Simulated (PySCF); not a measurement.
Working out the ionisation energy of Tl⁺

Tl⁺ [Xe] 4f14 5d10 6s2 (1S) → Tl²⁺ [Xe] 4f14 5d10 6s1 (2S). Calculation: PySCF 2.14, in aug-cc-pwCVDZ-PP with ECP60MDF (6s5p4d1f, 48 functions); a scalar-relativistic core potential. Frozen: nothing. Energies in hartree (1 hartree = 27.21139 eV):

```csv
part,Tl⁺ (lower),Tl²⁺ (upper)
UHF,-171.328889,-170.654164
MP2 opposite-spin,-0.273243,-0.222428
MP2 same-spin,-0.143392,-0.121939
```

Task: What does Hartree-Fock give?

Result: (-170.654164) − (-171.328889) = 0.674725 hartree = 18.360 eV.

Task: What do MP2 and SCS-MP2 (6/5 opposite-spin, 1/3 same-spin) give?

Result: The opposite-spin parts differ by 1.383 eV and the same-spin parts by 0.584 eV. MP2: 18.360 + (1.383) + (0.584) = 20.327 eV. SCS-MP2: 18.360 + 1.2 × (1.383) + (0.584)/3 = 20.214 eV.

Measured between the centres of the two terms (NIST): 20.428 eV, so MP2 (valence and next inner shell) is off by -0.101 eV.

A double-zeta basis recovers only part of the correlation energy.

What remains against the reference includes basis incompleteness and correlation beyond second order.
